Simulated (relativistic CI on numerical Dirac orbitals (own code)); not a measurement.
## Inner-shell lines of Mo³⁹⁺

Calculated at this level of theory: Dirac-Coulomb-Breit CI, KLI orbitals optimised for each configuration, QED by a radiative potential, unscaled Slater integrals (own radial code, finite nucleus).

CI space: 1s2.2s, 1s.2s.2p, 1s.2s.3p, 1s.2p2, 1s.2p.3p, 1s2.2p. Levels of other configurations are missing.

The table holds the strongest lines. The upper levels have an inner-shell vacancy. Auger decay, open to those above the ionisation limit, is not computed, and radiative decays to configurations outside the model are missing too. Absolute energies can be off by a few tenths of a per cent, so close lines can change order. LS names give the leading component, which can be well under half, for lower levels too. Brackets number the levels in order of energy.

| λ (Å) | Upper | Lower | A (s⁻¹) | gA (s⁻¹) |
| --- | --- | --- | --- | --- |
| 0.695976 | 1s.2s.2p 4P°_1/2 [4] | 1s2.2s 2S_1/2 [1] | 2.09e+14 | 4.18e+14 |
| 0.695748 | 1s.2p2 4P_3/2 [12] | 1s2.2p 2P°_3/2 [3] | 3.34e+14 | 1.34e+15 |
| 0.695479 | 1s.2s.2p 4P°_3/2 [5] | 1s2.2s 2S_1/2 [1] | 6.92e+14 | 2.77e+15 |
| 0.695223 | 1s.2p2 2D_5/2 [13] | 1s2.2p 2P°_3/2 [3] | 9.72e+14 | 5.83e+15 |
| 0.695088 | 1s.2p2 4P_1/2 [7] | 1s2.2p 2P°_1/2 [2] | 1.29e+15 | 2.58e+15 |
| 0.694596 | 1s.2p2 2P_1/2 [14] | 1s2.2p 2P°_3/2 [3] | 1.06e+15 | 2.13e+15 |
| 0.694198 | 1s.2p2 2D_3/2 [15] | 1s2.2p 2P°_3/2 [3] | 6.59e+14 | 2.64e+15 |
| 0.693122 | 1s.2s.2p 2P°_1/2 [6] | 1s2.2s 2S_1/2 [1] | 1.31e+15 | 2.62e+15 |
| 0.690238 | 1s.2p2 4P_5/2 [16] | 1s2.2p 2P°_3/2 [3] | 8.56e+14 | 5.14e+15 |
| 0.689731 | 1s.2p2 2P_1/2 [14] | 1s2.2p 2P°_1/2 [2] | 3.01e+15 | 6.02e+15 |
| 0.689338 | 1s.2p2 2D_3/2 [15] | 1s2.2p 2P°_1/2 [2] | 2.38e+15 | 9.54e+15 |
| 0.689261 | 1s.2s.2p 2P°_3/2 [9] | 1s2.2s 2S_1/2 [1] | 2.70e+15 | 1.08e+16 |
| 0.689074 | 1s.2p2 2P_3/2 [17] | 1s2.2p 2P°_3/2 [3] | 3.89e+15 | 1.55e+16 |
| 0.688456 | 1s.2p2 2S_1/2 [18] | 1s2.2p 2P°_3/2 [3] | 2.01e+15 | 4.02e+15 |
| 0.688236 | 1s.2s.2p 2P°_1/2 [10] | 1s2.2s 2S_1/2 [1] | 2.08e+15 | 4.15e+15 |
| 0.687708 | 1s.2s.2p 2P°_3/2 [11] | 1s2.2s 2S_1/2 [1] | 2.03e+14 | 8.11e+14 |
| 0.589797 | 1s.2p.3p 4D_1/2 [24] | 1s2.2p 2P°_1/2 [2] | 6.32e+13 | 1.26e+14 |
| 0.589759 | 1s.2p.3p 4D_3/2 [25] | 1s2.2p 2P°_1/2 [2] | 2.19e+14 | 8.75e+14 |
| 0.589433 | 1s.2p.3p 4P_3/2 [33] | 1s2.2p 2P°_3/2 [3] | 1.03e+14 | 4.12e+14 |
| 0.589377 | 1s.2p.3p 2D_5/2 [34] | 1s2.2p 2P°_3/2 [3] | 2.12e+14 | 1.27e+15 |
| 0.589135 | 1s.2p.3p 4P_1/2 [27] | 1s2.2p 2P°_1/2 [2] | 1.46e+14 | 2.92e+14 |
| 0.588796 | 1s.2s.3p 4P°_3/2 [20] | 1s2.2s 2S_1/2 [1] | 2.24e+14 | 8.98e+14 |
| 0.588697 | 1s.2p.3p 2P_1/2 [35] | 1s2.2p 2P°_3/2 [3] | 1.06e+14 | 2.12e+14 |
| 0.588614 | 1s.2p.3p 2D_3/2 [37] | 1s2.2p 2P°_3/2 [3] | 1.39e+14 | 5.56e+14 |
| 0.588457 | 1s.2p.3p 2P_3/2 [38] | 1s2.2p 2P°_3/2 [3] | 3.25e+14 | 1.30e+15 |
| 0.588285 | 1s.2p.3p 2P_1/2 [31] | 1s2.2p 2P°_1/2 [2] | 6.82e+14 | 1.36e+15 |
| 0.588244 | 1s.2p.3p 2D_3/2 [32] | 1s2.2p 2P°_1/2 [2] | 6.55e+14 | 2.62e+15 |
| 0.588132 | 1s.2p.3p 2D_5/2 [39] | 1s2.2p 2P°_3/2 [3] | 4.32e+14 | 2.59e+15 |
| 0.588085 | 1s.2p.3p 2S_1/2 [40] | 1s2.2p 2P°_3/2 [3] | 7.42e+14 | 1.48e+15 |
| 0.587696 | 1s.2p.3p 2D_5/2 [41] | 1s2.2p 2P°_3/2 [3] | 2.34e+14 | 1.40e+15 |
| 0.587603 | 1s.2s.3p 2P°_3/2 [22] | 1s2.2s 2S_1/2 [1] | 4.55e+14 | 1.82e+15 |
| 0.587502 | 1s.2s.3p 2P°_1/2 [23] | 1s2.2s 2S_1/2 [1] | 5.83e+14 | 1.17e+15 |
| 0.587404 | 1s.2p.3p 2P_3/2 [42] | 1s2.2p 2P°_3/2 [3] | 3.29e+14 | 1.31e+15 |
| 0.587162 | 1s.2s.3p 2P°_1/2 [26] | 1s2.2s 2S_1/2 [1] | 3.06e+14 | 6.12e+14 |
| 0.58607 | 1s.2s.3p 2P°_3/2 [30] | 1s2.2s 2S_1/2 [1] | 2.60e+14 | 1.04e+15 |
